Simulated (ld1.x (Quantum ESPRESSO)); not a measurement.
## iridium, TM: configuration errors across variants

- Element: iridium (Ir)
- Generator: ld1.x (Quantum ESPRESSO) 7.5
- Type: norm-conserving Troullier–Martins (Kleinman–Bylander form)
- Functional: PBE
- Relativity: fully relativistic
- Frozen core: [Xe] 4f14
- Valence charge: 9
- Reference configuration: 5d7 6s2 6p0
- Partial waves: 6s (bound): rc 1.80 bohr; 5d (bound): rc 1.90 bohr; 6p (bound, empty): rc 3.50 bohr
- Local potential: the p channel
- Core correction: Bessel-smoothed model core, default radius (core density twice the valence density)

Open shells are filled in proportion to 2j + 1 (rel_dist='average').

All-electron excitation energies from the reference (eV): (1) 5d7 6s1 6p0 9.888; (2) 5d7 6s0 6p0 27.362; (3) 5d6 6s0 6p0 57.898; (4) 5d8 6s0 6p0 8.636; (5) 5d5 6s0 6p0 101.451; (6) 5d6 6s2 6p1 7.099; (7) 5d7 6s0 6p2 10.885.

The default core radius of the base comes out at 1.20 bohr.

5 further variants failed, have other tests or another functional or relativity, and are left out.

Errors AE − PS in meV (a dash: test not solved or not reliable):

| change | (1) | (2) | (3) | (4) | (5) | (6) | (7) | bound ghosts |
| --- | --- | --- | --- | --- | --- | --- | --- | --- |
| base | -5.3 | -47 | -328 | -91 | -1051 | -140 | -91 | none |
| core correction none | +8.5 | +32 | -165 | -24 | -648 | -112 | -71 | none |
| wave 6p (bound): rc 3.50 bohr becomes 6p (bound): rc 4.98 bohr | +5.1 | -58 | -383 | -91 | -1159 | -4.4 | -18 | none |
| all radii but the core radius scaled by about 1.39 (s 2.50, p 4.86, d 2.64 bohr) | -1.0 | -74 | -344 | -105 | -942 | -9.0 | -27 | none |
| wave 5d (bound): rc 1.90 bohr becomes 5d (bound): rc 2.94 bohr | -4.9 | -57 | -341 | -18 | -849 | -88 | -97 | none |
| all radii but the core radius scaled by about 1.37 (s 2.46, p 4.78, d 2.60 bohr) | -2.1 | -73 | -339 | -113 | -954 | -27 | -33 | none |
| wave 6s (bound): rc 1.80 bohr becomes 6s (bound): rc 1.70 bohr | -6.1 | -53 | -352 | -85 | -1100 | -141 | -102 | none |

**Question.** Give the same row for: wave 6s (bound): rc 1.80 bohr becomes 6s (bound): rc 2.36 bohr.

**Answer.** -11, -68, -285, –, -920, -157, -95; bound ghosts: none.
